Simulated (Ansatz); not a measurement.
Cost and result for the atomization energy of C$_{5}$HAlF$_{8}$O$_{2}$, SMILES `FC(F)(F)C1=CC(C(F)(F)F)=[O+][Al-]([F])([F])[O]1` (17 atoms, 17 bonds).

| atom | x (Å) | y (Å) | z (Å) |
| --- | --- | --- | --- |
| F1 | -2.8284 | -0.7228 | -2.0520 |
| C2 | -2.1317 | 0.2775 | -1.5530 |
| F3 | -2.9379 | 1.0384 | -0.8112 |
| F4 | -1.6673 | 1.0239 | -2.5561 |
| C5 | -0.9582 | -0.2233 | -0.6942 |
| C6 | -0.1355 | 0.7264 | -0.1059 |
| C7 | 0.9382 | 0.3305 | 0.6786 |
| C8 | 1.8144 | 1.4298 | 1.3026 |
| F9 | 1.0659 | 2.2127 | 2.0809 |
| F10 | 2.3389 | 2.1869 | 0.3379 |
| F11 | 2.7915 | 0.9194 | 2.0238 |
| O12 | 1.2766 | -0.8555 | 0.9370 |
| Al13 | 0.4384 | -2.3572 | 0.3453 |
| F14 | -0.2543 | -3.1308 | 1.6145 |
| F15 | 1.4233 | -3.1589 | -0.6920 |
| O16 | -0.8425 | -1.4743 | -0.5968 |
| H17 | -0.3313 | 1.7773 | -0.2593 |

Total charge 0; spin multiplicity 1. All single points use the PBE0-D4/def2-TZVP geometry. Program: Ansatz. All runs use 11 threads of an AMD EPYC 7R13 on a shared host and a whole NVIDIA H100 80 GB. Times are those of one run each, without the atoms' runs, and a repeat can differ threefold. Electronic energies, without spin–orbit coupling; frozen cores. CCSD(T)/CBS adds CCSD(T) − MP2 in def2-TZVPP to the MP2 limit, and its time is that of the two runs behind it. T1 = 0.015.

CCSD(T)/CBS is a level of theory with its own doubt, some kJ/mol a heavy atom from the limit and from the frozen cores, so smaller differences don't rank the functionals.

```tsv
level	functions	wall time
LDA (SPW92)/def2-TZVPP	521	1.8 s
revPBE-D4/def2-TZVPP	521	1.8 s
PBE0-D4/def2-TZVPP	521	2.1 s
CAM-B3LYP-D4/def2-TZVPP	521	2.1 s
BLYP-D4/def2-TZVPP	521	2.2 s
r2SCAN-D4/def2-TZVPP (with forces)	521	2.5 s
ωB97X-V/def2-TZVPP	521	2.5 s
B97M-V/def2-TZVPP	521	2.5 s
ωB97M-V/def2-TZVPP (with forces)	521	3.2 s
CCSD(T)/def2-SVP	233	5.5 s
MP2/def2-QZVPP	955	5.5 s
CCSD(T)/def2-TZVPP	521	86 s
CCSD(T)/CBS(def2)	–	91 s
```

Q: What atomization energy does each give, and how far from CCSD(T)/CBS? (Estimate.)

A: Computed: 
| level | atomization (kcal/mol) | difference from CCSD(T)/CBS | per bond |
| --- | --- | --- | --- |
| LDA (SPW92)/def2-TZVPP | 2322.5 | 409.1 | 24.1 |
| revPBE-D4/def2-TZVPP | 1929.9 | 16.5 | 1.0 |
| PBE0-D4/def2-TZVPP | 1928.6 | 15.2 | 0.9 |
| CAM-B3LYP-D4/def2-TZVPP | 1927.1 | 13.7 | 0.8 |
| BLYP-D4/def2-TZVPP | 1929.4 | 16.0 | 0.9 |
| r2SCAN-D4/def2-TZVPP (with forces) | 1940.0 | 26.6 | 1.6 |
| ωB97X-V/def2-TZVPP | 1921.4 | 8.0 | 0.5 |
| B97M-V/def2-TZVPP | 1922.0 | 8.6 | 0.5 |
| ωB97M-V/def2-TZVPP (with forces) | 1922.7 | 9.3 | 0.5 |
| CCSD(T)/def2-SVP | 1822.8 | -90.6 | -5.3 |
| MP2/def2-QZVPP | 1995.1 | 81.7 | 4.8 |
| CCSD(T)/def2-TZVPP | 1856.7 | -56.7 | -3.3 |
| CCSD(T)/CBS(def2) | 1913.4 | 0.0 | 0.0 |

Leaving LDA and LC-ωPBE aside and taking each functional with its dispersion term where it has one, the values, not all of them listed here, spread over 213.6 kcal/mol, from BHLYP-D4 to PBE-D4. LDA lies +325.1 kcal/mol from PBE without D4, its usual overbinding. From BLYP to BHLYP (50 % exact exchange), in def2-TZVPP and without D4, the atomization energy moves by −120.4 kcal/mol: exact exchange takes away binding that semilocal exchange gives to molecules. The D4 term adds +20.0 kcal/mol with B3LYP and +10.8 kcal/mol with PBE0; it sums over pairs of atoms, weighted by their polarisabilities, and B3LYP, whose exchange is more repulsive, gets the larger term.

B3LYP here is the variant with VWN-RPA as its local correlation; programs differ in this.
